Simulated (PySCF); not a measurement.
Input for PySCF:
```python
from pyscf import gto, scf, dft

mol = gto.M(
    atom='''
B     0.000000    0.000000    0.000000
''',
    basis='def2-svp',
    charge=0,
    spin=1,
    verbose=4,
)

mf = dft.UKS(mol)
mf.xc = 'pbe'
mf.kernel()
mf.analyze()
```

Problem. What does this run give for the number of basis functions, total energy?

Solution. 
* **number of basis functions**: 14
* **total energy**: -24.5815 Eh

These values belong to the state on which the SCF converged, which isn't shown to be the lowest.
